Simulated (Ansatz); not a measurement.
`[CH3][Sc]([CH3])[NH2]`, relaxed with RKS PBE0-D4/def2-TZVP in Ansatz from a GFN2-xTB geometry. The force threshold is 0.005 eV/Å; the program also tests the step.

The species carries charge 0 and has multiplicity 1.

Start:

```xyz
12

C     0.378   -0.685   -2.204
Sc    0.007    0.002   -0.006
C    -1.616    1.129    1.232
N     1.545   -0.548    1.203
H     0.057    0.010   -2.997
H    -0.113   -1.639   -2.468
H     1.448   -0.866   -2.409
H    -2.075    0.494    2.011
H    -1.203    1.984    1.796
H    -2.471    1.549    0.681
H     2.394   -1.059    0.958
H     1.650   -0.371    2.203
```

| step | energy (eV) | largest force (eV/Å) | largest move (Å) |
| --- | --- | --- | --- |
| 1 | -24386.5125 | 0.993 | 0.000 |
| 2 | -24386.7972 | 0.379 | 0.193 |
| 3 | -24386.8424 | 0.273 | 0.180 |
| 4 | -24386.8613 | 0.262 | 0.192 |
| 5 | -24386.8678 | 0.173 | 0.083 |
| 6 | -24386.8680 | 0.381 | 0.112 |
| 7 (rejected) | -24386.8474 | 0.924 | 0.172 |
| 8 | -24386.8716 | 0.046 | 0.059 |
| 9 | -24386.8719 | 0.016 | 0.022 |
| 10 | -24386.8720 | 0.001 | 0.008 |
| 11 | -24386.8720 | 0.003 | 0.009 |

End:

```xyz
12

C     0.224   -0.542   -1.997
Sc    0.192   -0.077    0.150
C    -1.513    1.037    0.973
N     1.680   -0.640    1.324
H    -0.323    0.208   -2.585
H    -0.259   -1.507   -2.206
H     1.236   -0.606   -2.418
H    -2.041    0.473    1.755
H    -1.209    1.985    1.438
H    -2.257    1.284    0.204
H     2.511   -1.146    1.041
H     1.758   -0.470    2.320
```

It took 40 s on 4 threads of an Arm Neoverse V1 on a shared host, with 0.49 GiB of host memory at the peak.
